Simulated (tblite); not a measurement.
C₇H₃ClFO (doublet state).
Atom-mapped SMILES: `[O:1]=[c:2]1[c:3][cH:4][cH:5][cH:6][c:7]([F:8])[c:9]1[Cl:10]` (hydrogens: H11 on C4; H12 on C5; H13 on C6)

The geometry is computed with GFN2-xTB (gas phase). This method treats the open shell by occupation alone, without spin polarisation.

What internal coordinates does the optimisation give?

```csv
bond,length (Å)
O1=C2,1.208
C2–C3,1.394
C3–C4,1.321
C4–C5,1.431
C5–C6,1.354
C6–C7,1.425
C7–F8,1.352
C7–C9,1.359
C9–Cl10,1.717
C2–C9,1.511
C4–H11,1.082
C5–H12,1.080
C6–H13,1.082
```

A selection of angles:
```csv
angle,degrees
O1–C2–C3,132.7
O1–C2–C9,123.2
C3–C2–C9,103.9
C2–C3–C4,142.2
C3–C4–C5,122.5
C3–C4–H11,119.9
C5–C4–H11,117.6
C4–C5–C6,122.8
C4–C5–H12,117.7
C6–C5–H12,119.3
C5–C6–C7,126.3
C5–C6–H13,119.3
C7–C6–H13,113.9
C6–C7–F8,112.6
C6–C7–C9,130.7
F8–C7–C9,116.6
C7–C9–Cl10,120.3
C2–C9–C7,125.2
C2–C9–Cl10,114.2
```

The 7-membered ring C2–C3–C4–C5–C6–C7–C9 has internal angles of 103.9° to 142.2°; it is puckered, 0.22 Å rms from its mean plane, widest ring torsion 51°. C2 (carbon bonded to 2 C and O) is planar (angles 132.7°, 123.2° and 103.9°, sum 359.8°, 0.03 Å off the plane of its three neighbours). C7 (carbon bonded to 2 C and F) is planar (angles 130.7°, 116.6° and 112.6°, sum 360.0°, 0.01 Å off the plane of its three neighbours). C4 (carbon bonded to 2 C and H) is planar (angles 122.5°, 119.9° and 117.6°, sum 360.0°, 0.01 Å off the plane of its three neighbours). C5 (carbon bonded to 2 C and H) is planar (angles 122.8°, 119.3° and 117.7°, sum 359.8°, 0.03 Å off the plane of its three neighbours). The C–C distances run from 1.321 Å (C3–C4, drawn aromatic) to 1.511 Å (C2–C9, drawn aromatic), a spread of 0.190 Å. C9 (carbon bonded to 2 C and Cl) is planar (angles 125.2°, 120.3° and 114.2°, sum 359.8°, 0.04 Å off the plane of its three neighbours).

Point group: C1 (no symmetry element, even within 0.4 Å). Its GFN2-xTB frequencies are all real (lowest 67 cm⁻¹).
